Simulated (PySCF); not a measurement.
**How methods differ on the fine-structure interval of Ta⁶⁴⁺**

Ta⁶⁴⁺ [He] 2s2 2p5 [2p1/2^2 2p3/2^3, M_J = 3/2] → Ta⁶⁴⁺ [He] 2s2 2p5 [2p1/2^1 2p3/2^4, M_J = 1/2], as a difference of total energies. Computed with PySCF 2.14 in an even-tempered Gaussian basis (17 s from 48 bohr⁻², ratio 2.4; 13 p from 62 bohr⁻², ratio 2.4; 5 d from 220 bohr⁻², ratio 2.6; 4 f from 320 bohr⁻², ratio 2.6), with the two-component X2C-1e Hamiltonian. Correlated levels: nothing frozen; the 30 highest virtual spinors dropped. "Screened" scales the spin-orbit matrix elements by Boettger's factors to mimic the two-electron term; Breit and QED terms are absent.

| method | fine-structure interval (cm⁻¹) |
| --- | --- |
| GHF (screened spin-orbit) | 10639000 |
| GMP2 (screened spin-orbit) | 10640000 |
| GHF (bare spin-orbit) | 10973000 |
